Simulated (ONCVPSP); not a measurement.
# What the settings do to the ONCV potential of antimony (Sb)

Base potential:

| Quantity | Value |
| --- | --- |
| Element | Sb |
| Generator | ONCVPSP 4.0.1 |
| Type | optimised norm-conserving Vanderbilt (ONCV) |
| Functional | PBE |
| Relativity | fully relativistic |
| Frozen core | [Kr] 4d10 |
| Valence charge | 5 |
| Reference configuration | 5s2 5p3 |
| Partial waves | 5s: rc 1.55 bohr, ncon 3, nbas 6, qcut 5.2 1/bohr, 2 projectors, debl 2.4 Ha; 5p: rc 2.50 bohr, ncon 4, nbas 8, qcut 2.7 1/bohr, 2 projectors, debl 0.7 Ha |
| Local potential | polynomial inside 1.15 bohr (lpopt 5, dvloc0 0 Ha) |
| Core correction | Teter function, fcfact 5.5, rcfact 1.45 |

Open shells are filled in proportion to 2j + 1.

Cutoffs, loose and tight: the cutoffs (Ha) at which the residual kinetic energy of the hardest occupied pseudo-wave falls to 1 and 0.1 mHa per electron. They do not see the model core or the augmentation charge, which bear on the density cutoff. Test errors are all-electron minus pseudo excitation energies from the reference, over the configurations 5s2 5p2; 5s2 5p1; 5s2 5p0; 5s1 5p0. A dash means not determined; rows that change the core or the reference have their own tests.

A true bound ghost makes a file unfit for plane-wave use even where its test errors are small: the radial tests pick states by their node count and pass the ghost by.

```tsv
change	outcome	cutoff, loose	cutoff, tight	bound ghosts	GHOST(+) flags above zero	largest test error (meV)
base	generated	13 Ha	42 Ha	s	p1/2	4 of 4 tests not solved or not reliable
local potential polynomial inside 1.15 bohr (lpopt 5, dvloc0 7 Ha)	generated	13 Ha	42 Ha	s	p3/2, p1/2	-1222
s: ncon 5, nbas 8	failed: optimize: ERROR ps0norm > uunorm, code will stop	–	–	–	–	–
core [Kr], valence charge 15; reference 4d10 5s2 5p2.5; waves now 5s: rc 1.70 bohr, ncon 4, nbas 8, qcut 4.3 1/bohr, 2 projectors, debl 2.3 Ha; 5p: rc 2.05 bohr, ncon 3, nbas 7, qcut 3.9 1/bohr, 1 projector; 4d: rc 1.00 bohr, ncon 3, nbas 6, qcut 8.1 1/bohr, 1 projector; local potential polynomial inside 1.00 bohr (lpopt 5, dvloc0 6 Ha)	failed: ERROR pspot: first pseudo wave function has node, program will stop	–	–	–	–	–
p: qcut 2.3	generated	13 Ha	42 Ha	s	p1/2	4 of 4 tests not solved or not reliable
```
